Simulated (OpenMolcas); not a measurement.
**d1 ions of charge +4 down a group with 6 chloride ligands in octahedral coordination**

```json
{
  "Program": "OpenMolcas",
  "Method": "SS-CASPT2, IPEA 0.25 Eh, imaginary shift 0.1 Eh",
  "Spin-orbit coupling": "state interaction with AMFI integrals over the reference wave functions"
}
```

The d shell is active; CASPT2 correlates the ligand valence shells and the outer metal core. Anionic complexes are neutralised by point charges behind the ligands. Distances were set from a Shannon-type radius of the metal (high-spin where two are listed) plus a fixed donor radius (Cl 1.76 Å). Ligand basis ANO-RCC-VDZP, DKH2 Hamiltonian. States (labels of O, the rotations of Oh). Energies in cm-1 above the lowest state or level, χT in cm3 K/mol; under a threefold ground state the first gap can be a small split of the lowest multiplet, not the spin-orbit step; 10Dq is the gap between the two states. Spin-only χT is S(S+1) / 2 for the spin of the ground state.

```json
{"Ion": "V4+", "Shell": "3d1", "R (Å)": "2.34", "Metal basis": "ANO-RCC-VTZP", "Outer charge (e at Å behind ligand)": "0.33 at 3.2", "Ground state": "2T2", "First state of that spin": "2E 21040", "10Dq": "21040", "First gap with spin-orbit (degeneracies)": "320 (4, 2)", "χT at 300 K": "0.374", "Spin-only χT": "0.375"}
{"Ion": "Nb4+", "Shell": "4d1", "R (Å)": "2.44", "Metal basis": "ANO-RCC-VDZP", "Outer charge (e at Å behind ligand)": "0.33 at 2.8", "Ground state": "2T2", "First state of that spin": "2E 23300", "10Dq": "23302", "First gap with spin-orbit (degeneracies)": "910 (4, 2)", "χT at 300 K": "0.162", "Spin-only χT": "0.375"}
```

The rows also differ in their metal basis and outer charges, so part of each step comes from that.

|10Dq| changes by a factor of 23302 / 21040 = 1.11 from V4+ to Nb4+.

χT departs most from the spin-only value for Nb4+, by -0.213 cm3 K/mol.

Roots that are degenerate in the reference are averaged as groups; the widest CASPT2 spread within a group is 78 cm-1 (the 3-fold group of multiplicity 2 near 0 cm-1 above the lowest state of its run, Nb4+). Shifts and gaps below about the spread of the groups concerned are not significant. Over all roots computed the reference weight is 0.63 to 0.64 in V4+, 0.66 in Nb4+; a low but even weight reflects the number of correlated electrons. An orbital triplet at a regular site is open to Jahn-Teller coupling, which can distort the site and quench the lowest spin-orbit gaps and is left out. Ligand-to-metal charge-transfer states are missing. With one d shell and no ligand orbital active, 10Dq can be off by a tenth or more. The least metal-like active orbital is 76 % on the metal (Löwdin) and no ligand orbital is active, so the numbers are rough (holds for V4+). The least metal-like active orbital is 71 % on the metal (Löwdin) and no ligand orbital is active, so the numbers are rough (holds for Nb4+). No measured value stands beside these numbers; the geometry is a model, was not optimised and need not be the one that this ion takes.
